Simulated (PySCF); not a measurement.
CH8N2Si3. Atoms are numbered in the order given.

```xyz
14

N      2.9402     0.7847     0.0343
Si     1.5030     0.1253     0.7055
N      0.4501    -0.9513    -0.3245
C     -0.7249    -0.4059    -0.2636
Si    -2.2429    -1.2190    -1.0693
Si    -0.5453     1.2876     0.6861
H      3.8404     0.3316     0.1557
H      2.9259     1.3833    -0.7848
H      1.9189    -0.6307     1.9193
H     -2.7857    -0.2978    -2.1139
H     -1.9046    -2.5349    -1.6781
H     -3.2993    -1.3939    -0.0267
H     -1.4222     1.5686     1.8678
H     -0.6650     2.4598    -0.2388
```
Charge 0, spin multiplicity 1.

Geometry: B3LYP-D3(BJ)/def2-SVP. The structure was generated by enumeration; whether it is a known compound was not checked. One conformer was computed; it need not be the lowest.

The numbers are results of B3LYP-D3(BJ)/def2-SVP in PySCF 2.14.0, not measurements.

Frequencies are harmonic and unscaled.

**Question.** Give all harmonic wavenumbers and intensities. (The exact figures need the calculation; the answer reports its results.)

**Answer.** 
```json
[
 {"mode": "1", "ν (cm⁻¹)": "32", "IR (km/mol)": "0.0", "moving atoms (share of kinetic energy)": "H 90 %"},
 {"mode": "2", "ν (cm⁻¹)": "75", "IR (km/mol)": "2.0", "moving atoms (share of kinetic energy)": "N 58 %, H 24 %, Si 16 %"},
 {"mode": "3", "ν (cm⁻¹)": "135", "IR (km/mol)": "1.0", "moving atoms (share of kinetic energy)": "N 36 %, Si 33 %, H 24 %"},
 {"mode": "4", "ν (cm⁻¹)": "170", "IR (km/mol)": "0.3", "moving atoms (share of kinetic energy)": "Si 42 %, H 37 %, N 15 %"},
 {"mode": "5", "ν (cm⁻¹)": "226", "IR (km/mol)": "2.5", "moving atoms (share of kinetic energy)": "H 46 %, C 42 %"},
 {"mode": "6", "ν (cm⁻¹)": "269", "IR (km/mol)": "30.4", "moving atoms (share of kinetic energy)": "H 51 %, N 34 %, Si 14 %"},
 {"mode": "7", "ν (cm⁻¹)": "285", "IR (km/mol)": "57.0", "moving atoms (share of kinetic energy)": "H 73 %, Si 13 %, N 12 %"},
 {"mode": "8", "ν (cm⁻¹)": "338", "IR (km/mol)": "30.9", "moving atoms (share of kinetic energy)": "Si 67 %, H 24 %"},
 {"mode": "9", "ν (cm⁻¹)": "355", "IR (km/mol)": "72.0", "moving atoms (share of kinetic energy)": "H 54 %, Si 26 %, N 18 %"},
 {"mode": "10", "ν (cm⁻¹)": "400", "IR (km/mol)": "45.8", "moving atoms (share of kinetic energy)": "Si 41 %, H 33 %, N 21 %"},
 {"mode": "11", "ν (cm⁻¹)": "460", "IR (km/mol)": "6.6", "moving atoms (share of kinetic energy)": "Si 62 %, H 17 %, C 12 %, N 10 %"},
 {"mode": "12", "ν (cm⁻¹)": "488", "IR (km/mol)": "6.5", "moving atoms (share of kinetic energy)": "H 54 %, Si 27 %, N 14 %"},
 {"mode": "13", "ν (cm⁻¹)": "567", "IR (km/mol)": "7.3", "moving atoms (share of kinetic energy)": "H 92 %"},
 {"mode": "14", "ν (cm⁻¹)": "616", "IR (km/mol)": "24.5", "moving atoms (share of kinetic energy)": "H 71 %, Si 13 %, N 9 %"},
 {"mode": "15", "ν (cm⁻¹)": "645", "IR (km/mol)": "66.1", "moving atoms (share of kinetic energy)": "H 55 %, N 22 %, Si 18 %"},
 {"mode": "16", "ν (cm⁻¹)": "671", "IR (km/mol)": "23.0", "moving atoms (share of kinetic energy)": "H 68 %, N 21 %"},
 {"mode": "17", "ν (cm⁻¹)": "714", "IR (km/mol)": "49.6", "moving atoms (share of kinetic energy)": "H 52 %, C 35 %, Si 8 %"},
 {"mode": "18", "ν (cm⁻¹)": "742", "IR (km/mol)": "86.9", "moving atoms (share of kinetic energy)": "H 56 %, N 30 %, Si 13 %"},
 {"mode": "19", "ν (cm⁻¹)": "800", "IR (km/mol)": "159.9", "moving atoms (share of kinetic energy)": "H 76 %, Si 14 %, N 9 %"},
 {"mode": "20", "ν (cm⁻¹)": "879", "IR (km/mol)": "69.2", "moving atoms (share of kinetic energy)": "N 43 %, H 30 %, Si 27 %"},
 {"mode": "21", "ν (cm⁻¹)": "886", "IR (km/mol)": "104.4", "moving atoms (share of kinetic energy)": "H 65 %, C 29 %"},
 {"mode": "22", "ν (cm⁻¹)": "913", "IR (km/mol)": "470.6", "moving atoms (share of kinetic energy)": "H 75 %, Si 14 %, N 8 %"},
 {"mode": "23", "ν (cm⁻¹)": "941", "IR (km/mol)": "27.2", "moving atoms (share of kinetic energy)": "H 71 %, Si 16 %"},
 {"mode": "24", "ν (cm⁻¹)": "943", "IR (km/mol)": "41.7", "moving atoms (share of kinetic energy)": "H 96 %"},
 {"mode": "25", "ν (cm⁻¹)": "949", "IR (km/mol)": "41.5", "moving atoms (share of kinetic energy)": "H 93 %"},
 {"mode": "26", "ν (cm⁻¹)": "976", "IR (km/mol)": "70.7", "moving atoms (share of kinetic energy)": "H 49 %, C 36 %, Si 10 %"},
 {"mode": "27", "ν (cm⁻¹)": "1538", "IR (km/mol)": "54.2", "moving atoms (share of kinetic energy)": "H 88 %, N 11 %"},
 {"mode": "28", "ν (cm⁻¹)": "1558", "IR (km/mol)": "37.7", "moving atoms (share of kinetic energy)": "C 54 %, N 44 %"},
 {"mode": "29", "ν (cm⁻¹)": "2172", "IR (km/mol)": "122.2", "moving atoms (share of kinetic energy)": "H 98 %"},
 {"mode": "30", "ν (cm⁻¹)": "2185", "IR (km/mol)": "80.7", "moving atoms (share of kinetic energy)": "H 96 %"},
 {"mode": "31", "ν (cm⁻¹)": "2205", "IR (km/mol)": "116.9", "moving atoms (share of kinetic energy)": "H 97 %"},
 {"mode": "32", "ν (cm⁻¹)": "2207", "IR (km/mol)": "108.3", "moving atoms (share of kinetic energy)": "H 97 %"},
 {"mode": "33", "ν (cm⁻¹)": "2227", "IR (km/mol)": "136.9", "moving atoms (share of kinetic energy)": "H 97 %"},
 {"mode": "34", "ν (cm⁻¹)": "2239", "IR (km/mol)": "103.4", "moving atoms (share of kinetic energy)": "H 96 %"},
 {"mode": "35", "ν (cm⁻¹)": "3574", "IR (km/mol)": "43.1", "moving atoms (share of kinetic energy)": "H 96 %"},
 {"mode": "36", "ν (cm⁻¹)": "3670", "IR (km/mol)": "34.6", "moving atoms (share of kinetic energy)": "H 91 %, N 9 %"}
]
```
